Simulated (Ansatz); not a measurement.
Ideal-gas functions of GaH5OSSi (`[OH][Ga]([SiH3])[SH]`) at 500 K and 1 bar, from an Ansatz frequency run at PBE0-D4/def2-TZVP.

Molar mass 150.92 g/mol, point group Cs (symmetry number 1), electronic degeneracy 1, moments of inertia 126.904, 279.732, 400.735 u Å². Harmonic wavenumbers (cm⁻¹, unscaled): 28, 84, 130, 163, 236, 323, 351, 407, 475, 489, 656, 688, 820, 861, 935, 938, 2220, 2233, 2236, 2710, 3901.

Use S(trans) = R[1.5 ln M + 2.5 ln T − 1.1517]; rotational temperatures θ = 24.2544 K / I; S(rot) = R[ln(√π/σ · √(T³/θAθBθC)) + 1.5]; for each mode x = 1.438777 ν̃/T, S = R[x/(eˣ − 1) − ln(1 − e⁻ˣ)] and H = RT x/(eˣ − 1); 1 cm⁻¹ = 0.0119627 kJ/mol; R = 8.31446 J/(mol·K).

By hand: the entropy, in J/(mol·K).

Translation 182.2. Rotation: θ = 0.1911, 0.0867, 0.0605 K, giving 123.4. Vibration, mode by mode: 29.26, 20.14, 16.54, 14.68, 11.69, 9.22, 8.58, 7.46, 6.33, 6.13, 4.17, 3.87, 2.87, 2.62, 2.21, 2.20, 0.10, 0.10, 0.10, 0.03, 0.00, in all 148.3. Electronic 0.0. Sum 453.9 J/(mol·K).

By hand: H − E and G − E in kJ/mol, counted from the electronic energy.

Zero-point energy ½ × 20884 × 0.0119627 = 124.9; thermal vibration 34.7; translation, rotation and pV give 4 RT = 16.6. H − E = 176.2 kJ/mol, and G − E = 176.2 − 500 × 453.9/1000 = -50.7 kJ/mol.

Vibration gives 33 % of the entropy, 65.9 J/(mol·K) of it from the modes under 150 cm⁻¹: soft modes count most, and the harmonic formula is weakest for them. The sum counts one conformer and one mirror image; others add a mixing term.
